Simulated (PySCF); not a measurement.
# Mn (manganese, neutral) across methods

[Ar] 3d5 4s1 4p1, high-spin 8P determinant (an excited configuration). All numbers are calculated (PySCF 2.14, scalar relativity by spin-free X2C-1e, in x2c-TZVPPall with one added diffuse shell each of s, p, d, f type (7s6p5d3f1g, 80 functions)). The B2PLYP total includes its PT2 part (frozen core); its orbital energies are those of the SCF part.

```csv
method,E (hartree),mean ε 3d α (eV),mean ε 4s α (eV),mean ε 4p α (eV),Σ⟨r²⟩ (bohr²),⟨S²⟩
PBE0,-1158.248,-11.759,-7.468,-3.218,46.25,15.750
r2SCANh,-1158.429,-10.733,-7.198,-2.908,45.68,15.750
PBE,-1158.216,-9.502,-6.630,-2.521,46.59,15.750
M06,-1158.405,-11.661,-7.275,-2.943,46.94,15.751
B2PLYP,-1158.176,-14.004,-8.155,-3.742,46.72,15.750
PW91,-1158.534,-9.568,-6.695,-2.553,46.40,15.750
LDA,-1156.016,-9.689,-6.814,-2.567,46.30,15.750
UHF,-1157.33310,-18.189,-9.637,-5.095,46.80,15.750
```

Estimate the same row for r2SCAN.

E (hartree) = -1158.438; mean ε 3d α (eV) = -9.864; mean ε 4s α (eV) = -6.886; mean ε 4p α (eV) = -2.655; Σ⟨r²⟩ (bohr²) = 45.67; ⟨S²⟩ = 15.750.
